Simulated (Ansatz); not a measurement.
CH3FSi, SMILES `C[Si]F` (excited triplet) (charge 0, multiplicity 3). This triplet is an excited state, 1.87 eV above the relaxed singlet at the level frozen-core CCSD(T)/cc-pVTZ // B3LYP-D3(BJ)/def2-TZVP (Ansatz, a quantum-chemistry and plane-wave program).

All values below come from CAM-B3LYP/cc-pVTZ // B3LYP-D3(BJ)/def2-TZVP (Ansatz).

Ansatz 0.2 input:
```yaml
crystal:
  periodic: [false, false, false]
  atoms:
    - { symbol: C, position_ang: [-0.610425, 0.05149, 0.033739] }
    - { symbol: Si, position_ang: [1.123156, -0.558065, 0.537832] }
    - { symbol: F, position_ang: [2.306171, 0.021993, -0.40737] }
    - { symbol: H, position_ang: [-0.828731, -0.269565, -0.985604] }
    - { symbol: H, position_ang: [-1.339213, -0.38501, 0.716162] }
    - { symbol: H, position_ang: [-0.650959, 1.139157, 0.105241] }
basis:
  gaussian: { orbitals: cc-pVTZ }
hamiltonian:
  xc: cam_b3lyp
magnetization:
  spin_polarized: true
  initial_magnetization: 2
```

Output:

```
Functional definition: CAM-B3LYP
774 factors; their error is unknown
192 factors; integrals over basis functions are off by at most 1.1e-5 eV
mean field evaluation 1: about -11675.0737 eV, gradient 3.4e1 eV
mean field evaluation 2: about -11674.1468 eV, gradient 3.9e1 eV
mean field evaluation 4: about -11679.7017 eV, gradient 1.9e0 eV
mean field evaluation 8: about -11679.7245 eV, gradient 4.0e-2 eV
mean field evaluation 16: about -11679.7372 eV, gradient 1.2e-4 eV
mean field -11679.73720842 eV, -429.2224255992 hartree, gradient 4.2e-5 eV, S^2 2.002761; 0 other end points of the search recorded, 0 dependent functions left out
reference -11679.73731375 eV, -429.2224294698 hartree; 17, 15 occupied and 119, 121 virtual orbitals, 774 factors
Total energy: -11679.73731375 eV, -429.2224294698 hartree
```
